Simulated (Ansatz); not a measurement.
```yaml
crystal:
  periodic: [false, false, false]
  atoms:
    - {symbol: C, position_ang: [-1.078846, 1.201042, -0.076782]}
    - {symbol: O, position_ang: [-1.223149, 0.102440, 0.021843]}
    - {symbol: Sn, position_ang: [0.194100, -1.319103, 0.455095]}
    - {symbol: S, position_ang: [1.780284, -1.161119, -1.511670]}
    - {symbol: H, position_ang: [-0.420703, 1.780340, 0.763051]}
    - {symbol: H, position_ang: [-0.502768, 1.520772, -1.132789]}
    - {symbol: H, position_ang: [-2.110722, 1.829449, -0.305445]}
    - {symbol: H, position_ang: [-0.376099, -2.930058, 0.514992]}
    - {symbol: H, position_ang: [1.056675, -0.656507, 1.809513]}
    - {symbol: H, position_ang: [2.485753, -0.315468, -0.778892]}
basis:
  gaussian: {orbitals: ANO-RCC-VTZP}
total_charge: 1
magnetization: {spin_polarized: true, initial_magnetization: 2}
hamiltonian: {xc: {name: CAM-B3LYP}, dispersion: d3bjatm}
output: {forces: true}
```

```sh
$ ansatz run in.yaml --threads 4 --pin off --events-out ev --progress --plain --max-ram 10444MiB
```

Output, abridged:

```
Error: a molecule whose nuclei and cores have a total charge of 86 cannot have a net charge of 1 together with 2 unpaired electrons
```

In this input the number of unpaired electrons doesn't fit the electron count. The input was rejected before any iteration.
